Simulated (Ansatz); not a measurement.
`O[SiH](Cl)[Si](O)(Cl)Cl` from Hartree–Fock to CCSD(T)

Z-matrix (Å, degrees):
```
Si
Cl 1 2.054
Si 1 2.340 2 105.3
O 1 1.634 2 111.8 3 -119.1
H 1 1.476 2 108.6 3 123.6
O 3 1.626 1 109.3 2 165.8
Cl 3 2.062 1 106.5 2 -75.1
Cl 3 2.047 1 113.3 2 42.2
H 4 0.960 1 117.8 2 67.8
H 6 0.960 3 119.7 1 -179.8
```

The species carries charge 0 and has multiplicity 1. All single points use the PBE0-D4/def2-TZVP geometry. It is one conformer, not always the lowest. Frozen core, restricted reference, Ansatz 0.2.0. CBS rows extrapolate triple and quadruple zeta; past MP2 they add the triple-zeta difference.

```
     basis      HF (Eh)  MP2 corr.  CCSD corr.    (T)  CCSD(T) total
def2-TZVPP  -2108.24689   -1.27138           ?      ?              ?
def2-QZVPP  -2108.31053   -1.39082           –      –              –
 CBS(def2)  -2108.31930          ?           ?  as TZ              ?
```

Question: Fill in the withheld values. (Estimate.)

Answer: Computed: def2-TZVPP CCSD corr.: -1.33299; def2-TZVPP (T): -0.05480; def2-TZVPP CCSD(T) total: -2109.63468; CBS(def2) MP2 corr.: -1.47928; CBS(def2) CCSD corr.: -1.54089; CBS(def2) CCSD(T) total: -2109.91499.
